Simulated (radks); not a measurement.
Species: Bi LXIV. Configuration: [Ar] 3d2 (the NIST ground configuration).

All-electron calculation, Dirac Kohn-Sham, PBE, spin-unpolarised, spherical densities, finite nucleus; open shells fill j = l - 1/2 first; Fermi nuclear charge, rms radius 5.5211 fm. Program: a radial shooting solver on a logarithmic mesh with Libxc functionals.

Energy parts (eV):
total: -471871.27
kinetic: 567628.61
electron-nucleus: -1087709.52
Hartree: 54255.17
exchange-correlation: -6045.53

Orbitals (lengths in bohr, moments of r in powers of bohr; <r^-3> diverges for s and p1/2):
orbital  occ.  eigenvalue (eV)  <r^-3>  small-component weight
1s1/2       2        -95256.54       -                1.01e-01
2s1/2       2        -20921.57       -                2.35e-02
2p1/2       2        -20333.61       -                2.36e-02
2p3/2       4        -17983.38   24790                2.07e-02
3s1/2       2        -8058.340       -                8.88e-03
3p1/2       2        -7826.147       -                8.80e-03
3p3/2       4        -7223.868    6809                8.05e-03
3d3/2       2        -6896.627    1223                7.84e-03
3d5/2       0        -6761.273   995.6                7.65e-03
4s1/2       0        -4191.460       -                4.44e-03
4p1/2       0        -4090.232       -                4.39e-03
4p3/2       0        -3861.393    2665                4.12e-03

The highest occupied level is 3d3/2 at -6896.6 eV. Summed over all electrons, <r^2> = 0.3245 bohr^2, which gives a Langevin (diamagnetic) susceptibility term of -0.257 x 10^-6 cm^3/mol.
